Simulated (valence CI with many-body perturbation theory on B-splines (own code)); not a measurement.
E1 transitions of Tl⁴⁹⁺

Computed by configuration interaction combined with many-body perturbation theory (CI+MBPT): four valence electrons over a frozen Dirac-Fock core [Ar] 3d10, a basis of 11 s, 11 p, 9 d, 7 f, 5 g, 2 h, 1 i functions for each j, with the one-electron correlation potential Σ1, the two-electron term Σ2, the three-electron term Σ3, Breit, model QED; selected CI, second order for the rest (own B-spline code, finite nucleus).

The last digits are not significant, and no measured levels were compared; by estimate large intervals hold to a few tenths of a per cent, small ones and those within an open d or f shell to about a per cent.

Lines 151 to 200 of 229 in falling wavelength, among levels below 49.849 Ry, chosen from the strongest by gf and those to the six lowest levels. Wavelengths and rates use the calculated energies. Electric multipoles are in the length gauge, E1 and E2 with the static RPA response of the core. Weak lines are less certain than strong ones. Lines between different terms over intervals too small for the method are left out, as are lines whose strength nearly cancels. The highest levels of a list are the least certain.

Levels are named by their leading jj configuration (3d3/2^4 stands for four electrons in 3d with j = 3/2), which in mixed levels can hold well under half, so a name can repeat and another be missing. Letters in brackets count levels of one name in rising energy.

```tsv
λ vac (nm)	Upper	Lower	A (s⁻¹)	S (a.u.)
4.310	(4s 4p1/2 4p3/2 4d5/2) J=1 [c]	(4s^2 4p1/2 4d5/2) J=2	4.09e+11	4.85e-02
4.309	(4s 4p1/2 4p3/2 4d5/2) J=2 [c]	(4s^2 4p1/2 4d5/2) J=3	7.54e+11	1.49e-01
4.301	(4s 4p1/2 4p3/2 4d3/2) J=3 [c]	(4s^2 4p1/2 4d3/2) J=2	1.57e+12	4.33e-01
4.291	(4s 4p1/2 4p3/2 4d5/2) J=2 [c]	(4s^2 4p1/2 4d5/2) J=2	6.66e+10	1.30e-02
4.290	(4p1/2^2 4p3/2^2) J=2	(4s 4p1/2^2 4p3/2) J=2	4.22e+11	8.22e-02
4.288	(4s 4p1/2 4p3/2^2) J=2 [b]	(4s^2 4p1/2 4p3/2) J=1	5.80e+09	1.13e-03
4.284	(4s 4p1/2 4p3/2 4d5/2) J=3 [d]	(4s^2 4p1/2 4d5/2) J=3	7.67e+11	2.08e-01
4.283	(4s^2 4p1/2 4f5/2) J=2	(4s 4p1/2^2 4p3/2) J=1	1.03e+11	2.00e-02
4.263	(4s 4p1/2 4p3/2^2) J=1 [b]	(4s^2 4p1/2 4p3/2) J=1	5.74e+11	6.58e-02
4.254	(4s 4p1/2 4p3/2 4d5/2) J=1 [a]	(4s^2 4p1/2 4d3/2) J=1	1.16e+11	1.32e-02
4.245	(4s 4p1/2 4p3/2 4d5/2) J=2 [d]	(4s^2 4p1/2 4d5/2) J=3	2.87e+11	5.42e-02
4.228	(4s 4p1/2 4p3/2 4d5/2) J=2 [d]	(4s^2 4p1/2 4d5/2) J=2	5.88e+11	1.10e-01
4.217	(4s 4p3/2^3) J=1	(4s^2 4p3/2^2) J=2	1.70e+12	1.89e-01
4.156	(4s 4p1/2 4p3/2 4d3/2) J=1 [d]	(4s^2 4p1/2 4d3/2) J=2	8.56e+10	9.10e-03
4.142	(4s^2 4p1/2 4f5/2) J=3	(4s 4p1/2^2 4p3/2) J=2	1.21e+05	2.96e-08
4.080	(4s 4p1/2 4p3/2 4d3/2) J=0 [a]	(4s 4p1/2^2 4p3/2) J=1	6.07e+10	2.04e-03
4.076	(4s 4p1/2 4p3/2 4d3/2) J=1 [a]	(4s 4p1/2^2 4p3/2) J=1	3.45e+06	3.46e-07
4.066	(4s 4p1/2 4p3/2 4d3/2) J=2 [a]	(4s 4p1/2^2 4p3/2) J=1	6.14e+10	1.02e-02
4.062	(4s 4p1/2 4p3/2 4d3/2) J=2 [d]	(4s^2 4p1/2 4d3/2) J=2	3.37e+11	5.57e-02
4.049	(4s^2 4p1/2 4f5/2) J=2	(4s 4p1/2^2 4p3/2) J=2	5.29e+09	8.67e-04
3.960	(4s^2 4p1/2 4f7/2) J=3	(4s 4p1/2^2 4p3/2) J=2	5.28e+10	1.13e-02
3.864	(4s 4p1/2 4p3/2 4d3/2) J=1 [a]	(4s 4p1/2^2 4p3/2) J=2	2.26e+10	1.93e-03
3.855	(4s 4p1/2 4p3/2 4d3/2) J=2 [a]	(4s 4p1/2^2 4p3/2) J=2	1.31e+11	1.85e-02
3.813	(4s 4p1/2 4p3/2 4d3/2) J=2 [b]	(4s 4p1/2^2 4p3/2) J=1	7.46e+10	1.02e-02
3.813	(4s 4p1/2 4p3/2 4d3/2) J=3 [a]	(4s 4p1/2^2 4p3/2) J=2	1.75e+10	3.35e-03
3.759	(4s 4p1/2 4p3/2 4d3/2) J=1 [b]	(4s 4p1/2^2 4p3/2) J=1	7.14e+10	5.62e-03
3.754	(4s 4p1/2 4p3/2 4d3/2) J=2 [c]	(4s 4p1/2^2 4p3/2) J=1	1.24e+10	1.62e-03
3.728	(4s 4p1/2 4p3/2 4d3/2) J=1 [c]	(4s 4p1/2^2 4p3/2) J=1	4.60e+10	3.53e-03
3.627	(4s 4p1/2 4p3/2 4d3/2) J=2 [b]	(4s 4p1/2^2 4p3/2) J=2	2.65e+11	3.11e-02
3.620	(4s^2 4p3/2 4d3/2) J=2	(4s^2 4p1/2 4p3/2) J=2	1.55e+12	1.81e-01
3.599	(4s^2 4p3/2 4d3/2) J=1	(4s^2 4p1/2 4p3/2) J=2	3.03e+11	2.09e-02
3.596	(4s^2 4p3/2 4d3/2) J=3	(4s^2 4p1/2 4p3/2) J=2	1.99e+12	3.20e-01
3.595	(4s 4p1/2 4p3/2 4d3/2) J=1 [d]	(4s 4p1/2^2 4p3/2) J=1	2.29e+12	1.57e-01
3.587	(4s 4p1/2 4p3/2 4d3/2) J=3 [b]	(4s 4p1/2^2 4p3/2) J=2	1.95e+12	3.11e-01
3.578	(4s 4p1/2 4p3/2 4d3/2) J=1 [b]	(4s 4p1/2^2 4p3/2) J=2	1.67e+12	1.13e-01
3.573	(4s 4p1/2 4p3/2 4d3/2) J=2 [c]	(4s 4p1/2^2 4p3/2) J=2	2.29e+12	2.58e-01
3.569	(4s^2 4p3/2 4d3/2) J=2	(4s^2 4p1/2 4p3/2) J=1	1.12e+12	1.26e-01
3.565	(4s 4p1/2 4p3/2 4d5/2) J=2 [a]	(4s 4p1/2^2 4p3/2) J=1	1.43e+10	1.60e-03
3.550	(4s 4p1/2 4p3/2 4d3/2) J=1 [c]	(4s 4p1/2^2 4p3/2) J=2	5.58e+11	3.70e-02
3.549	(4s^2 4p3/2 4d3/2) J=1	(4s^2 4p1/2 4p3/2) J=1	1.98e+12	1.31e-01
3.546	(4s^2 4p3/2 4d3/2) J=0	(4s^2 4p1/2 4p3/2) J=1	2.18e+12	4.79e-02
3.541	(4s 4p1/2 4p3/2 4d3/2) J=0 [b]	(4s 4p1/2^2 4p3/2) J=1	2.06e+12	4.51e-02
3.538	(4s^2 4p1/2 4d3/2) J=1	(4s^2 4p1/2^2) J=0	3.04e+12	1.99e-01
3.526	(4s 4p1/2 4p3/2 4d3/2) J=3 [c]	(4s 4p1/2^2 4p3/2) J=2	7.74e+10	1.17e-02
3.524	(4s 4p1/2 4p3/2 4d3/2) J=2 [d]	(4s 4p1/2^2 4p3/2) J=1	1.75e+12	1.89e-01
3.450	(4s 4p1/2 4p3/2 4d5/2) J=1 [a]	(4s 4p1/2^2 4p3/2) J=1	5.35e+11	3.25e-02
3.429	(4s 4p1/2 4p3/2 4d3/2) J=1 [d]	(4s 4p1/2^2 4p3/2) J=2	2.29e+09	1.36e-04
3.425	(4s 4p1/2 4p3/2 4d5/2) J=2 [b]	(4s 4p1/2^2 4p3/2) J=1	1.27e+11	1.26e-02
3.402	(4s 4p1/2 4p3/2 4d5/2) J=2 [a]	(4s 4p1/2^2 4p3/2) J=2	2.19e+10	2.13e-03
3.364	(4s 4p1/2 4p3/2 4d3/2) J=2 [d]	(4s 4p1/2^2 4p3/2) J=2	2.54e+10	2.38e-03
```
